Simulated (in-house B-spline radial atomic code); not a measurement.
A calculation on La III (La2+): its settings, and results tabulated from the run. Method: Dirac-Kohn-Sham LDA VWN5, spherical fractional occupations, Fermi nucleus of rms radius 4.855 fm, inside a hard spherical wall at 6.86 bohr. Calculated with an all-electron radial atomic-structure program (B-spline basis).

Command:
```bash
python run_scf.py task.json out
```
Settings (nuclear radius in fm, mass in u):
```
Z                57
configuration    [Kr] 4d10 5s2 5p5 5d2
hamiltonian      dirac
method           lda,vwn
spin_polarised   False
nucleus          fermi
rms_radius       4.855
atomic_mass      138.90636
speed_of_light   137.035999084
wall_radius      6.86
```

Output (hartree, bohr):
```
 radial grid: 64 intervals, B-splines of order 8, outer radius 6.86 bohr

 iter        energy (Eh)    residual
    1       -8481.199733    4.52e-01
    2       -8484.782798    4.23e-01
    3       -8489.210670    5.00e-02
    4       -8489.336584    7.75e-03
    5       -8489.340218    5.68e-03
    6       -8489.341441    1.63e-03
    7       -8489.341506    1.38e-04
    8       -8489.341507    1.00e-05
    9       -8489.341507    7.23e-07
   10       -8489.341507    3.43e-08

 total energy                     -8489.34151
 kinetic                            9081.8997
 electron-nucleus                 -20628.6294
 Hartree                            3254.3451
 exchange-correlation               -196.9570

 first-order corrections (not in the total)
   Gaunt                             7.7711
   retardation                      -0.8100
   frequency dependence             -0.0845
   self-energy                       5.3225
   Uehling                          -0.7727
   Wichmann-Kroll                    0.0201

 orbital      occ     eigenvalue          <r>       <r^2>       <1/r>     <1/r^2>       <r^4>       r_max    small
 1s1/2      2.000     -1421.8766    0.0250888  0.00085509     61.9559     8498.53 1.92368e-06     0.01609  4.44e-02
 2s1/2      2.000      -226.7878     0.107065    0.013581     14.5763     1024.21 0.000318594     0.09118  9.60e-03
 2p1/2      2.000      -214.0305    0.0899403  0.00996743     14.5669     328.379  0.00020077     0.06951  9.65e-03
 2p3/2      4.000      -198.8676     0.096039   0.0112337     13.2447     239.052 0.000248296     0.07468  9.09e-03
 3s1/2      2.000       -48.9440     0.285248   0.0931043     5.24552     211.855    0.013152      0.2609  2.92e-03
 3p1/2      2.000       -43.5506     0.274939   0.0878615      5.1621     68.0334   0.0122798      0.2474  2.86e-03
 3p3/2      4.000       -40.5970     0.287011   0.0955199     4.83254     50.0819   0.0144306      0.2587  2.71e-03
 3d3/2      4.000       -31.1080     0.257879    0.078553     4.69825     27.7195   0.0111634      0.2081  2.59e-03
 3d5/2      6.000       -30.4753     0.261664   0.0807323     4.61443     26.5348   0.0117391      0.2113  2.55e-03
 4s1/2      2.000       -10.3262     0.654413    0.483509     2.17412     49.7141    0.340555      0.6086  8.99e-04
 4p1/2      2.000        -8.3409     0.674557     0.51778     2.07125     15.4798    0.401597      0.6188  8.35e-04
 4p3/2      4.000        -7.7073     0.701873    0.560256     1.96239     11.4854    0.469976      0.6433  7.84e-04
 4d3/2      4.000        -4.4449     0.761632    0.672935     1.74407     5.58511    0.736887      0.6672  6.43e-04
 4d5/2      6.000        -4.3349     0.771316    0.689985     1.71737      5.3469    0.774697      0.6753  6.30e-04
 5s1/2      2.000        -1.9690      1.53935     2.65932      0.8667     9.36375     10.3177       1.399  2.08e-04
 5p1/2      1.667        -1.4163      1.71586     3.32498    0.769979     2.63148     16.6211       1.526  1.68e-04
 5p3/2      3.333        -1.3178       1.7912     3.62262    0.732141     1.96407     19.7256       1.591  1.55e-04
 5d3/2      0.800        -0.5882      2.46711      6.9446    0.520338    0.640479     74.9974       2.084  8.16e-05
 5d5/2      1.200        -0.5782      2.49741     7.10989    0.513096    0.614034     78.2871       2.112  7.96e-05
```

Cost of the run: 0.74 s on 1 thread of Arm Neoverse V2, on a shared host.

For the Dirac Hamiltonian the kinetic term is c α·p + (β - 1)c².
